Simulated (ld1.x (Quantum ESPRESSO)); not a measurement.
**Reading a pseudo-wave (Zr (Z = 40))**

Columns: radius, all-electron u(r) and pseudo u(r) of the 5p shell (level -1.31 eV) of zirconium in the configuration [Kr] 4d2.5 5s1.5 5p0; PBE, scalar-relativistic, TM scheme, ld1.x (Quantum ESPRESSO) 7.5.

| r (bohr) | all-electron | pseudo |
| --- | --- | --- |
| 0.190 | -0.0237 | -0.0015 |
| 0.380 | -0.1007 | -0.0061 |
| 0.570 | 0.0125 | -0.0139 |
| 0.760 | 0.1277 | -0.0248 |
| 0.950 | 0.1823 | -0.0392 |
| 1.140 | 0.1790 | -0.0571 |
| 1.330 | 0.1364 | -0.0788 |
| 1.520 | 0.0725 | -0.1042 |
| 1.710 | 0.0004 | -0.1334 |
| 1.900 | -0.0721 | -0.1660 |
| 2.090 | -0.1405 | -0.2015 |
| 2.280 | -0.2026 | -0.2389 |
| 2.470 | -0.2574 | -0.2770 |
| 2.660 | -0.3050 | -0.3143 |
| 2.850 | -0.3454 | -0.3491 |
| 3.040 | -0.3792 | -0.3803 |
| 3.230 | -0.4065 | -0.4068 |
| 3.420 | -0.4281 | -0.4281 |
| 3.610 | -0.4443 | -0.4443 |
| 3.800 | -0.4557 | -0.4557 |
| 3.990 | -0.4628 | -0.4628 |
| 4.180 | -0.4661 | -0.4661 |
| 4.370 | -0.4661 | -0.4661 |
| 4.560 | -0.4633 | -0.4633 |
| 4.750 | -0.4582 | -0.4582 |
| 4.940 | -0.4511 | -0.4511 |

Question: How many radial nodes do the two functions have?

Answer: The all-electron 5p function has n − l − 1 = 3 (the table is too coarse to show those close to the nucleus); the pseudo-wave has 0, since the states of the same l below it are removed with the core.

Question: At about which radius was the pseudo-wave matched?

Answer: 3.80 bohr. The columns agree to 0.0005 from 3.23 bohr on; several derivatives are matched, so the curves merge somewhat inside the radius.

Question: Where does each function peak?

Answer: Outermost all-electron maximum near 4.18 bohr, pseudo maximum near 4.18 bohr (to the table’s step).

Question: Is the pseudo-wave norm-conserving?

Answer: Yes: the TM scheme keeps the norm inside the radius equal to the all-electron one, which fixes the energy derivative of the logarithmic derivative at the level.
